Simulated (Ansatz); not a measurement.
BMe2(PMe2) (C4H12BP), relaxed as a singlet with RKS r2SCAN-D4/def2-SVP in Ansatz, starting from the GFN2-xTB geometry. Force threshold 0.02 eV/Å.

Start:

```xyz
18

B    -0.091    0.660   -0.620
C     1.193    0.824   -1.525
H     2.097    0.677   -0.933
H     1.275    1.802   -1.995
H     1.227    0.070   -2.312
C    -0.994    1.920   -0.329
H    -0.398    2.783   -0.037
H    -1.761    1.771    0.427
H    -1.505    2.209   -1.249
P    -0.648   -1.075   -0.109
C    -1.204   -0.849    1.651
C     0.960   -1.949    0.216
H    -0.456   -0.323    2.242
H    -1.384   -1.829    2.090
H    -2.136   -0.291    1.663
H     1.582   -1.393    0.915
H     0.750   -2.934    0.629
H     1.493   -2.075   -0.723
```

```csv
step,energy (eV),largest force component (eV/Å),SCF passes
1,-14299.0497,0.661,19
2,-14299.1193,0.253,19
3,-14299.1329,0.126,18
4,-14299.1363,0.113,19
5,-14299.1402,0.159,18
6,-14299.1420,0.094,19
7,-14299.1436,0.069,19
8,-14299.1444,0.038,18
9,-14299.1450,0.032,19
10,-14299.1452,0.026,19
11,-14299.1453,0.011,19
12,-14299.1454,0.011,19
```

Force components are those of the run's own axes.

End:

```xyz
18

B    -0.082    0.690   -0.647
C     1.150    0.844   -1.622
H     2.021    1.131   -0.998
H     1.023    1.653   -2.362
H     1.446   -0.076   -2.150
C    -0.986    1.941   -0.327
H    -0.349    2.724    0.126
H    -1.840    1.773    0.345
H    -1.366    2.389   -1.264
P    -0.551   -1.019   -0.011
C    -1.233   -0.864    1.704
C     0.997   -2.006    0.232
H    -0.498   -0.469    2.424
H    -1.579   -1.848    2.057
H    -2.105   -0.193    1.688
H     1.663   -1.574    0.997
H     0.742   -3.036    0.528
H     1.545   -2.061   -0.720
```

By distances, no bond broke or formed. The bond that changes most is C2–H3, from 1.09 to 1.11 Å (atoms count from 1).

The force fell under the threshold at step 11, but the optimiser went on. No frequencies were taken in this run, so the end may be a saddle point.

Hardware: 4 threads of Arm Neoverse N1 on a shared host. Wall time 44 s.
